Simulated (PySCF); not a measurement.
# Polarisability and C₆ of Rh⁺ (rhodium, charge +1)

[Kr] 4d8, high-spin 3F determinant. Calculation: PySCF 2.14, in aug-cc-pwCVTZ-PP with ECP28MDF (8s8p7d4f3g, 122 functions); a scalar-relativistic core potential. Coupled (time-dependent) response in atomic units; α is the mean over directions.

| method | mean α (bohr³) | C₆ (like pair) | S(−4) |
| --- | --- | --- | --- |
| PBE0 | 13.00 | 81.11 | 68.95 |

S(−4) is the Cauchy moment in α(ω) = α(0) + S(−4) ω² + …

Spin-orbit coupling is absent.

α(iu) at PBE0:

```tsv
u (hartree)	α(iu) (bohr³)
0	13.00
0.0500	12.83
0.100	12.37
0.200	11.00
0.300	9.590
0.500	7.414
0.750	5.615
1.00	4.389
1.50	2.872
2.00	2.012
3.00	1.130
5.00	0.4889
```

A single London oscillator, α(iu) = α/(1 + u²/ω²), gives C₆ = (3/4) ω α². Matching the computed C₆ needs ω = 4 × 81.11 / (3 × 13.00²) = 0.640 hartree.

For an ion, C₆ is the dispersion term alone; charge-induced terms of lower order in 1/R come first.

Energies and moments cover only the electrons outside the core potential.
